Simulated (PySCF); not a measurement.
Ti(OH)2(NH2)2 (H6N2O2Ti), SMILES [NH2][Ti]([OH])([OH])[NH2], multiplicity 1.

The structure is a stationary point at B3LYP-D3(BJ)/def2-SVP. The spin state was assumed, not searched. The structure was generated by enumeration; whether it is a known compound was not checked. Other conformers were not sampled.

Calculation: B3LYP-D3(BJ)/def2-SVP (PySCF).

Frequencies are harmonic and unscaled.

List the normal modes with their intensities. (An estimate is asked for; the answer gives what the named calculation found.)


```json
[
 {"mode": "1", "ν (cm⁻¹)": "154", "IR (km/mol)": "0.9", "moving atoms (share of kinetic energy)": "H 36 %, O 34 %, N 30 %"},
 {"mode": "2", "ν (cm⁻¹)": "170", "IR (km/mol)": "9.7", "moving atoms (share of kinetic energy)": "N 40 %, O 34 %, H 25 %"},
 {"mode": "3", "ν (cm⁻¹)": "182", "IR (km/mol)": "29.7", "moving atoms (share of kinetic energy)": "H 52 %, N 18 %, Ti 16 %, O 14 %"},
 {"mode": "4", "ν (cm⁻¹)": "190", "IR (km/mol)": "5.5", "moving atoms (share of kinetic energy)": "H 33 %, N 27 %, O 21 %, Ti 19 %"},
 {"mode": "5", "ν (cm⁻¹)": "199", "IR (km/mol)": "9.5", "moving atoms (share of kinetic energy)": "O 35 %, H 28 %, Ti 20 %, N 18 %"},
 {"mode": "6", "ν (cm⁻¹)": "250", "IR (km/mol)": "20.5", "moving atoms (share of kinetic energy)": "H 68 %, O 24 %"},
 {"mode": "7", "ν (cm⁻¹)": "267", "IR (km/mol)": "25.3", "moving atoms (share of kinetic energy)": "H 78 %, O 15 %"},
 {"mode": "8", "ν (cm⁻¹)": "302", "IR (km/mol)": "20.2", "moving atoms (share of kinetic energy)": "H 92 %"},
 {"mode": "9", "ν (cm⁻¹)": "362", "IR (km/mol)": "133.8", "moving atoms (share of kinetic energy)": "H 86 %, O 11 %"},
 {"mode": "10", "ν (cm⁻¹)": "383", "IR (km/mol)": "263.0", "moving atoms (share of kinetic energy)": "H 80 %, N 18 %"},
 {"mode": "11", "ν (cm⁻¹)": "410", "IR (km/mol)": "100.9", "moving atoms (share of kinetic energy)": "H 76 %, N 21 %"},
 {"mode": "12", "ν (cm⁻¹)": "452", "IR (km/mol)": "95.6", "moving atoms (share of kinetic energy)": "H 75 %, O 21 %"},
 {"mode": "13", "ν (cm⁻¹)": "503", "IR (km/mol)": "89.5", "moving atoms (share of kinetic energy)": "H 69 %, O 23 %, N 8 %"},
 {"mode": "14", "ν (cm⁻¹)": "519", "IR (km/mol)": "35.3", "moving atoms (share of kinetic energy)": "H 76 %, N 19 %"},
 {"mode": "15", "ν (cm⁻¹)": "533", "IR (km/mol)": "16.4", "moving atoms (share of kinetic energy)": "H 74 %, N 24 %"},
 {"mode": "16", "ν (cm⁻¹)": "682", "IR (km/mol)": "6.6", "moving atoms (share of kinetic energy)": "N 56 %, O 30 %, H 12 %"},
 {"mode": "17", "ν (cm⁻¹)": "727", "IR (km/mol)": "253.5", "moving atoms (share of kinetic energy)": "N 49 %, Ti 36 %, H 12 %"},
 {"mode": "18", "ν (cm⁻¹)": "768", "IR (km/mol)": "222.8", "moving atoms (share of kinetic energy)": "O 43 %, Ti 35 %, N 12 %, H 11 %"},
 {"mode": "19", "ν (cm⁻¹)": "792", "IR (km/mol)": "221.3", "moving atoms (share of kinetic energy)": "O 51 %, Ti 38 %, H 10 %"},
 {"mode": "20", "ν (cm⁻¹)": "1483", "IR (km/mol)": "35.8", "moving atoms (share of kinetic energy)": "H 88 %, N 12 %"},
 {"mode": "21", "ν (cm⁻¹)": "1486", "IR (km/mol)": "19.1", "moving atoms (share of kinetic energy)": "H 89 %, N 11 %"},
 {"mode": "22", "ν (cm⁻¹)": "3528", "IR (km/mol)": "58.3", "moving atoms (share of kinetic energy)": "H 96 %"},
 {"mode": "23", "ν (cm⁻¹)": "3530", "IR (km/mol)": "26.0", "moving atoms (share of kinetic energy)": "H 96 %"},
 {"mode": "24", "ν (cm⁻¹)": "3627", "IR (km/mol)": "15.3", "moving atoms (share of kinetic energy)": "H 91 %, N 9 %"},
 {"mode": "25", "ν (cm⁻¹)": "3630", "IR (km/mol)": "14.1", "moving atoms (share of kinetic energy)": "H 92 %, N 8 %"},
 {"mode": "26", "ν (cm⁻¹)": "3879", "IR (km/mol)": "173.2", "moving atoms (share of kinetic energy)": "H 94 %"},
 {"mode": "27", "ν (cm⁻¹)": "3882", "IR (km/mol)": "131.2", "moving atoms (share of kinetic energy)": "H 94 %"}
]
```
